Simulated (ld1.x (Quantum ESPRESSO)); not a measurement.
# An all-electron radial function and its pseudo partner (rhenium)

Columns: radius, all-electron u(r) and pseudo u(r) of the 6s shell (level -7.30 eV) of rhenium in the configuration [Kr] 4d10 4f14 5s2 5p6 5d5 6s1 6p1; LDA (PZ), scalar-relativistic, PAW scheme, ld1.x (Quantum ESPRESSO) 7.5.

```json
{"r (bohr)": "0.140", "all-electron": "0.1373", "pseudo": "0.2839"}
{"r (bohr)": "0.280", "all-electron": "-0.1407", "pseudo": "0.5195"}
{"r (bohr)": "0.420", "all-electron": "-0.1442", "pseudo": "0.6700"}
{"r (bohr)": "0.560", "all-electron": "0.0955", "pseudo": "0.7174"}
{"r (bohr)": "0.700", "all-electron": "0.2740", "pseudo": "0.6655"}
{"r (bohr)": "0.840", "all-electron": "0.3159", "pseudo": "0.5358"}
{"r (bohr)": "0.980", "all-electron": "0.2505", "pseudo": "0.3600"}
{"r (bohr)": "1.120", "all-electron": "0.1251", "pseudo": "0.1697"}
{"r (bohr)": "1.260", "all-electron": "-0.0226", "pseudo": "-0.0107"}
{"r (bohr)": "1.400", "all-electron": "-0.1683", "pseudo": "-0.1682"}
{"r (bohr)": "1.540", "all-electron": "-0.2991", "pseudo": "-0.3002"}
{"r (bohr)": "1.680", "all-electron": "-0.4090", "pseudo": "-0.4091"}
{"r (bohr)": "1.820", "all-electron": "-0.4965", "pseudo": "-0.4965"}
{"r (bohr)": "1.960", "all-electron": "-0.5626", "pseudo": "-0.5626"}
{"r (bohr)": "2.100", "all-electron": "-0.6093", "pseudo": "-0.6093"}
{"r (bohr)": "2.240", "all-electron": "-0.6395", "pseudo": "-0.6395"}
{"r (bohr)": "2.380", "all-electron": "-0.6555", "pseudo": "-0.6555"}
{"r (bohr)": "2.520", "all-electron": "-0.6600", "pseudo": "-0.6600"}
{"r (bohr)": "2.660", "all-electron": "-0.6552", "pseudo": "-0.6552"}
{"r (bohr)": "2.800", "all-electron": "-0.6432", "pseudo": "-0.6432"}
{"r (bohr)": "2.940", "all-electron": "-0.6255", "pseudo": "-0.6255"}
{"r (bohr)": "3.080", "all-electron": "-0.6036", "pseudo": "-0.6036"}
{"r (bohr)": "3.220", "all-electron": "-0.5787", "pseudo": "-0.5787"}
{"r (bohr)": "3.360", "all-electron": "-0.5517", "pseudo": "-0.5517"}
{"r (bohr)": "3.500", "all-electron": "-0.5235", "pseudo": "-0.5235"}
{"r (bohr)": "3.640", "all-electron": "-0.4947", "pseudo": "-0.4947"}
```

Task: How many radial nodes do the two functions have?

Result: The all-electron 6s function has n − l − 1 = 5 (the table is too coarse to show those close to the nucleus); the pseudo-wave has 1, since 1 lower shell of the same l stays in the valence.

Task: At about which radius was the pseudo-wave matched?

Result: 1.75 bohr, where the columns begin to agree (steps of 0.14 bohr).

Task: Is the pseudo-wave norm-conserving?

Result: No, it belongs to a PAW set: the norm inside the radius is not constrained, and the difference is carried by the augmentation charge.
